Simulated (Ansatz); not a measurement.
## Ansatz (development build ahead of 0.2.0) run

```yaml
crystal:
  periodic: [false, false, false]
  atoms:
    - { symbol: Li, position_ang: [0.0, 0.0, 0.0] }
basis:
  gaussian: { orbitals: cc-pVDZ }
magnetization:
  initial_magnetization: 1
hamiltonian:
  xc: hf
correlation:
  method: fci
  frozen_orbitals: { Li: 0 }
```

The input is written out in the form of the current development build from the run's settings.

The run gave:

- Converged: yes
- Reference energy: -7.43242 hartree
- Correlation energy: -0.00022 hartree
- Total energy: -7.43264 hartree
- State: lowest doublet root, of any spatial symmetry
- Spin squared of the determinant: 0.750
